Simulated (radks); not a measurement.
Values are calculated unless marked as measured or tabulated.
Problem. Species: the ruthenium ion Ru+. Configuration: [Kr] 4d7 (the NIST ground configuration). Level of theory: scalar-relativistic Kohn-Sham, r2SCAN, spin-unpolarised, spherical densities, finite nucleus; meta-GGA in the generalised Kohn-Sham scheme; Fermi nuclear charge, rms radius 4.4809 fm (a radial shooting solver on a logarithmic mesh with Libxc functionals). Some entries of the table are withheld. Estimate them.

orbital,occ.,eigenvalue (hartree),<1/r> (bohr^-1)
1s,2,-808.1362,45.87
2s,2,(1),10.38
2p,6,(2),10.06
3s,2,-21.00933,3.606
3p,6,-16.93906,3.428
3d,10,-10.40800,3.193
4s,2,-3.15461,1.334
4p,6,-2.02730,1.189
4d,7,(3),0.8296

Solution. 
(1) 2s eigenvalue (hartree): -116.8947
(2) 2p eigenvalue (hartree): -104.6215
(3) 4d eigenvalue (hartree): -0.45940
